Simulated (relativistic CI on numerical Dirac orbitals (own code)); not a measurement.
Calculated at this level of theory: Dirac-Coulomb-Breit CI, separate exchange-only KLI orbitals for each configuration, a model potential for QED, unscaled Slater integrals (own radial code, finite nucleus).

The strongest absorption lines from the ground level of an ion, among the configurations computed and to levels below about 523 eV (vacuum wavelength in Å, gf): 31.815 (0.88), 39.274 (0.086), 42.456 (0.67), 43.411 (0.12), 43.581 (0.31), 43.986 (0.67), 44.386 (0.12), 45.266 (0.19).

Question: Which ion is it?
A. Pm40+
B. Pm38+
C. Pm42+
D. Cs34+

Answer: A. Pm40+ has 21 electrons and the ground level 3s2.3p6.3d3 4F_3/2; the strongest line goes to 3s2.3p5.3d4 4D°_1/2. The pattern of lines fixes the number of electrons, and along that sequence the line energies rise steadily with the charge (about as its square where n changes within one kind of shell, about linearly where n is kept but much faster in heavy ions where fine structure, which grows about as Z⁴, sets the gap, and irregularly where shells cross), which fixes Z. Configurations outside the model, such as inner-shell arrays, can give stronger lines. At this charge energies of transitions that change n are usually good to better than 1 %, and those within a shell (Δn = 0) to a few per cent. Terms inside the open d or f shell come out 10 to 20 % too wide with unscaled integrals.

LS names give the leading component of a level, which can be under half, so a name can repeat, a term be missing and a line seem to break the LS rules.
